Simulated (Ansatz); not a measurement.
Method: CAM-B3LYP-D3(BJ)/def2-TZVP (Ansatz, an electronic-structure program). No frequencies were computed at this level.

Ansatz 0.2 input:
```yaml
crystal:
  periodic: [false, false, false]
  atoms:
    - { symbol: S, position_ang: [-1.627341, -1.538211, 0.025813] }
    - { symbol: Al, position_ang: [0.172983, -0.286184, 0.10526] }
    - { symbol: S, position_ang: [0.117519, 1.861031, -0.381199] }
    - { symbol: S, position_ang: [2.083033, -1.178622, 0.695594] }
    - { symbol: H, position_ang: [-2.222701, -0.801957, -0.912145] }
    - { symbol: H, position_ang: [-1.20778, 1.933007, -0.434708] }
    - { symbol: H, position_ang: [2.631002, 0.015456, 0.909489] }
basis:
  gaussian: { orbitals: def2-tzvp }
hamiltonian:
  xc: cam_b3lyp
  dispersion: d3bj
relax:
  max_steps: 150
```

Output:

```
Functional definition: CAM-B3LYP
1204 factors; their error is unknown
354 factors; integrals over basis functions are off by at most 4.7e-6 eV
mean field evaluation 1: about -39156.2946 eV, gradient 2.4e1 eV
mean field evaluation 2: about -39157.0191 eV, gradient 2.1e1 eV
mean field evaluation 4: about -39157.8904 eV, gradient 8.7e-1 eV
mean field evaluation 8: about -39157.9535 eV, gradient 1.2e-1 eV
mean field evaluation 16: about -39157.9535 eV, gradient 2.6e-5 eV
mean field -39157.95352816 eV, -1439.0282499458 hartree, gradient 2.6e-5 eV, S^2 0.000000; 0 other end points of the search recorded, 0 dependent functions left out
reference -39157.95365110 eV, -1439.0282544636 hartree; 32, 32 occupied and 134, 134 virtual orbitals, 1204 factors
relax step   1: F+E_penalty+E_count = -39158.16295521 eV  Δ(F+E_penalty+E_count) = +0.000e0 eV  max|allowed force component| = 4.559e-1 eV/Å  Δτ_max = 0.0000 Å  (26 SCF iters, accepted)
these checks for a lower state are left out or cut short: starts, cluster_reference, orbital_swaps, neighbouring_geometries, increment
1204 factors; their error is unknown
354 factors; integrals over basis functions are off by at most 4.5e-6 eV
mean field -39157.96332116 eV, -1439.0286098319 hartree, gradient 1.2e-5 eV, S^2 0.000000; 0 other end points of the search recorded, 0 dependent functions left out
reference -39157.96344459 eV, -1439.0286143677 hartree; 32, 32 occupied and 134, 134 virtual orbitals, 1204 factors
relax step   2: F+E_penalty+E_count = -39158.17476400 eV  Δ(F+E_penalty+E_count) = -1.181e-2 eV  max|allowed force component| = 6.452e-1 eV/Å  Δτ_max = 0.1949 Å  (30 SCF iters, accepted)
these checks for a lower state are left out or cut short: starts, cluster_reference, orbital_swaps, neighbouring_geometries, increment
1204 factors; their error is unknown
354 factors; integrals over basis functions are off by at most 4.7e-6 eV
mean field -39157.97951117 eV, -1439.0292048038 hartree, gradient 1.2e-5 eV, S^2 0.000000; 0 other end points of the search recorded, 0 dependent functions left out
reference -39157.97963433 eV, -1439.0292093297 hartree; 32, 32 occupied and 134, 134 virtual orbitals, 1204 factors
relax step   3: F+E_penalty+E_count = -39158.19065003 eV  Δ(F+E_penalty+E_count) = -1.589e-2 eV  max|allowed force component| = 2.759e-1 eV/Å  Δτ_max = 0.0965 Å  (30 SCF iters, accepted)
these checks for a lower state are left out or cut short: starts, cluster_reference, orbital_swaps, neighbouring_geometries, increment
1204 factors; their error is unknown
354 factors; integrals over basis functions are off by at most 4.0e-6 eV
mean field evaluation 32: about -39157.9063 eV, gradient 3.5e-1 eV
mean field -39157.96905436 eV, -1439.0288205230 hartree, gradient 7.4e-6 eV, S^2 0.000000; 0 other end points of the search recorded, 0 dependent functions left out
reference -39157.96917541 eV, -1439.0288249716 hartree; 32, 32 occupied and 134, 134 virtual orbitals, 1204 factors
relax step   4: F+E_penalty+E_count = -39158.18039307 eV  Δ(F+E_penalty+E_count) = +1.026e-2 eV  max|allowed force component| = 2.239e-1 eV/Å  Δτ_max = 0.2000 Å  (34 SCF iters, rejected (line search))
these checks for a lower state are left out or cut short: starts, cluster_reference, orbital_swaps, neighbouring_geometries, increment
1204 factors; their error is unknown
354 factors; integrals over basis functions are off by at most 4.7e-6 eV
mean field -39157.98760060 eV, -1439.0295020847 hartree, gradient 1.1e-5 eV, S^2 0.000000; 0 other end points of the search recorded, 0 dependent functions left out
reference -39157.98772290 eV, -1439.0295065791 hartree; 32, 32 occupied and 134, 134 virtual orbitals, 1204 factors
relax step   5: F+E_penalty+E_count = -39158.19892255 eV  Δ(F+E_penalty+E_count) = -8.273e-3 eV  max|allowed force component| = 3.901e-2 eV/Å  Δτ_max = 0.0958 Å  (30 SCF iters, accepted)
these checks for a lower state are left out or cut short: starts, cluster_reference, orbital_swaps, neighbouring_geometries, increment
1204 factors; their error is unknown
354 factors; integrals over basis functions are off by at most 5.2e-6 eV
mean field -39157.98800265 eV, -1439.0295168597 hartree, gradient 1.6e-5 eV, S^2 0.000000; 0 other end points of the search recorded, 0 dependent functions left out
reference -39157.98812512 eV, -1439.0295213603 hartree; 32, 32 occupied and 134, 134 virtual orbitals, 1204 factors
relax step   6: F+E_penalty+E_count = -39158.19933867 eV  Δ(F+E_penalty+E_count) = -4.161e-4 eV  max|allowed force component| = 2.175e-2 eV/Å  Δτ_max = 0.0634 Å  (29 SCF iters, accepted)
these checks for a lower state are left out or cut short: starts, cluster_reference, orbital_swaps, neighbouring_geometries, increment
1204 factors; their error is unknown
354 factors; integrals over basis functions are off by at most 5.1e-6 eV
mean field -39157.98848252 eV, -1439.0295344947 hartree, gradient 2.6e-5 eV, S^2 0.000000; 0 other end points of the search recorded, 0 dependent functions left out
reference -39157.98860420 eV, -1439.0295389664 hartree; 32, 32 occupied and 134, 134 virtual orbitals, 1204 factors
relax step   7: F+E_penalty+E_count = -39158.19984669 eV  Δ(F+E_penalty+E_count) = -5.080e-4 eV  max|allowed force component| = 5.257e-2 eV/Å  Δτ_max = 0.0435 Å  (28 SCF iters, accepted)
these checks for a lower state are left out or cut short: starts, cluster_reference, orbital_swaps, neighbouring_geometries, increment
1204 factors; their error is unknown
354 factors; integrals over basis functions are off by at most 5.2e-6 eV
mean field evaluation 64: about -39157.9890 eV, gradient 2.4e-4 eV
mean field -39157.98900410 eV, -1439.0295536623 hartree, gradient 7.1e-6 eV, S^2 0.000000; 0 other end points of the search recorded, 0 dependent functions left out
reference -39157.98912568 eV, -1439.0295581305 hartree; 32, 32 occupied and 134, 134 virtual orbitals, 1204 factors
relax step   8: F+E_penalty+E_count = -39158.20035560 eV  Δ(F+E_penalty+E_count) = -5.089e-4 eV  max|allowed force component| = 3.608e-2 eV/Å  Δτ_max = 0.0124 Å  (30 SCF iters, accepted)
these checks for a lower state are left out or cut short: starts, cluster_reference, orbital_swaps, neighbouring_geometries, increment
1204 factors; their error is unknown
354 factors; integrals over basis functions are off by at most 5.3e-6 eV
mean field -39157.98938773 eV, -1439.0295677606 hartree, gradient 2.4e-5 eV, S^2 0.000000; 0 other end points of the search recorded, 0 dependent functions left out
reference -39157.98950911 eV, -1439.0295722214 hartree; 32, 32 occupied and 134, 134 virtual orbitals, 1204 factors
relax step   9: F+E_penalty+E_count = -39158.20068136 eV  Δ(F+E_penalty+E_count) = -3.258e-4 eV  max|allowed force component| = 3.322e-3 eV/Å  Δτ_max = 0.0240 Å  (29 SCF iters, accepted)
these checks for a lower state are left out or cut short: starts, cluster_reference, orbital_swaps, neighbouring_geometries, increment
1204 factors; their error is unknown
354 factors; integrals over basis functions are off by at most 5.5e-6 eV
mean field -39157.98959063 eV, -1439.0295752172 hartree, gradient 2.5e-5 eV, S^2 0.000000; 0 other end points of the search recorded, 0 dependent functions left out
reference -39157.98971165 eV, -1439.0295796645 hartree; 32, 32 occupied and 134, 134 virtual orbitals, 1204 factors
relax step  10: F+E_penalty+E_count = -39158.20085474 eV  Δ(F+E_penalty+E_count) = -1.734e-4 eV  max|allowed force component| = 4.243e-2 eV/Å  Δτ_max = 0.0316 Å  (28 SCF iters, accepted)
these checks for a lower state are left out or cut short: starts, cluster_reference, orbital_swaps, neighbouring_geometries, increment
1204 factors; their error is unknown
354 factors; integrals over basis functions are off by at most 5.5e-6 eV
mean field -39157.98965208 eV, -1439.0295774753 hartree, gradient 6.9e-6 eV, S^2 0.000000; 0 other end points of the search recorded, 0 dependent functions left out
reference -39157.98977302 eV, -1439.0295819198 hartree; 32, 32 occupied and 134, 134 virtual orbitals, 1204 factors
relax step  11: F+E_penalty+E_count = -39158.20092786 eV  Δ(F+E_penalty+E_count) = -7.312e-5 eV  max|allowed force component| = 2.701e-2 eV/Å  Δτ_max = 0.0057 Å  (30 SCF iters, accepted)
these checks for a lower state are left out or cut short: starts, cluster_reference, orbital_swaps, neighbouring_geometries, increment
1204 factors; their error is unknown
354 factors; integrals over basis functions are off by at most 5.5e-6 eV
mean field -39157.98969197 eV, -1439.0295789412 hartree, gradient 2.4e-5 eV, S^2 0.000000; 0 other end points of the search recorded, 0 dependent functions left out
reference -39157.98981279 eV, -1439.0295833813 hartree; 32, 32 occupied and 134, 134 virtual orbitals, 1204 factors
relax step  12: F+E_penalty+E_count = -39158.20099379 eV  Δ(F+E_penalty+E_count) = -6.593e-5 eV  max|allowed force component| = 1.062e-2 eV/Å  Δτ_max = 0.0145 Å  (29 SCF iters, accepted)
these checks for a lower state are left out or cut short: starts, cluster_reference, orbital_swaps, neighbouring_geometries, increment
1204 factors; their error is unknown
354 factors; integrals over basis functions are off by at most 5.5e-6 eV
mean field evaluation 96: about -39157.9278 eV, gradient 3.7e-3 eV
mean field -39157.98969453 eV, -1439.0295790351 hartree, gradient 2.4e-5 eV, S^2 0.000000; 0 other end points of the search recorded, 0 dependent functions left out
reference -39157.98981530 eV, -1439.0295834736 hartree; 32, 32 occupied and 134, 134 virtual orbitals, 1204 factors
relax step  13: F+E_penalty+E_count = -39158.20100615 eV  Δ(F+E_penalty+E_count) = -1.237e-5 eV  max|allowed force component| = 5.867e-3 eV/Å  Δτ_max = 0.0158 Å  (29 SCF iters, accepted)
1204 factors; their error is unknown
354 factors; integrals over basis functions are off by at most 5.5e-6 eV
mean field -39157.98969453 eV, -1439.0295790351 hartree, gradient 2.4e-5 eV, S^2 0.000000; 1 other end points of the search recorded, 0 dependent functions left out
reference -39157.98981530 eV, -1439.0295834736 hartree; 32, 32 occupied and 134, 134 virtual orbitals, 1204 factors
Total energy: -39158.20112693 eV, -1439.0373490326 hartree
Atom 0 at    -1.499195    -1.627063    -0.222940 Å, force    -0.004114     0.003244    -0.001579 eV/Å
Atom 1 at     0.175326    -0.281690     0.101053 Å, force     0.003720     0.004807    -0.002077 eV/Å
Atom 2 at     0.090824     1.863791    -0.244514 Å, force    -0.005867    -0.000027    -0.001468 eV/Å
Atom 3 at     2.026615    -1.163758     0.809008 Å, force     0.003311    -0.001868     0.002290 eV/Å
Atom 4 at    -2.332581    -0.660489    -0.633184 Å, force     0.005615    -0.004621     0.003038 eV/Å
Atom 5 at    -1.189329     1.863570    -0.641704 Å, force     0.002701     0.001744     0.000845 eV/Å
Atom 6 at     2.675055     0.010159     0.840385 Å, force    -0.005365    -0.003278    -0.001050 eV/Å
Dipole moment:    -0.184110     0.254575    -0.094872 e Å
```

Cost: about 110 core-seconds (a rough figure).
